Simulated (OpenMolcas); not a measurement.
Ti3+ (d1) among equal point charges was computed by CASSCF with the d shell active (OpenMolcas, ANO-RCC-VDZP on the metal). Its lowest spin-free states, and all those of the highest spin:

```tsv
2S+1	Degeneracy	E (cm-1)
2	2	0.0
2	2	1894
2	1	12799
```

Question: Is the site octahedral, tetrahedral or cube-like, axial, or of lower symmetry?

Answer: The states with 2S+1 = 2 have orbital degeneracies 2, 2, 1. There are pairs but no triples, so the site is axial: not cubic, but with a proper or improper axis of order three or more. The run had Ti3+ among 5 point charges of -1 e arranged as a trigonal bipyramid (D3h), 1.7 Å from the ion, with the axial distance 1.513 Å.

An orbital doublet at a regular site is open to a Jahn-Teller distortion, which this geometry leaves out. This is an electrostatic model: the charges have no orbitals. No measured value stands beside these numbers.
